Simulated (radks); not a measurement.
The numbers below are computed, except where a source is named.
Effect of the nuclear size on the samarium ion Sm+, [Xe] 4f6 6s1. Level of theory: Dirac Kohn-Sham, relativistic LDA (MacDonald-Vosko exchange, VWN5 correlation), spin-unpolarised, spherical densities, finite nucleus; open shells are shared between the two j in proportion to 2j + 1; Fermi nuclear charge, rms radius 5.0819 fm (a radial shooting solver on a logarithmic mesh with Libxc functionals). The rms radius is varied about that value; shifts are against it.

\begin{tabular}{lrrrrrrrrr}
rms radius (fm) & total energy shift (eV) & density at nucleus (e/bohr^3) & 1s1/2 shift (meV) & 2s1/2 shift (meV) & 4p1/2 shift (meV) & 5s1/2 shift (meV) & 5p1/2 shift (meV) & 6s1/2 shift (meV) & 6p1/2 (empty) shift (meV) \\ \hline
4.1722 & -5.46 & 5.516e+05 & -2240 & -284 & 0.446 & -2.20 & 0.190 & -0.208 & 0.064 \\
4.8481 & -1.48 & 5.323e+05 & -609 & -77.2 & 0.121 & -0.597 & 0.052 & -0.056 & 0.017 \\
5.0819 & 0 & 5.263e+05 & 0.000 & 0.000 & 0.000 & 0.000 & 0.000 & 0.000 & 0.000 \\
5.4122 & 2.18 & 5.185e+05 & 897 & 114 & -0.178 & 0.879 & -0.076 & 0.083 & -0.026 \\
6.1339 & 7.32 & 5.032e+05 & 3010 & 381 & -0.596 & 2.95 & -0.255 & 0.278 & -0.085 \\
\end{tabular}

Slopes of the eigenvalues against <r^2> in GHz/fm^2, as finite differences over the two radii next to the reference (eigenvalue slopes, not the field-shift constants of lines): 1s1/2 62900, 2s1/2 7970, 4p1/2 -12.5, 5s1/2 61.7, 5p1/2 -5.34, 6s1/2 5.83, 6p1/2 (empty) -1.79.
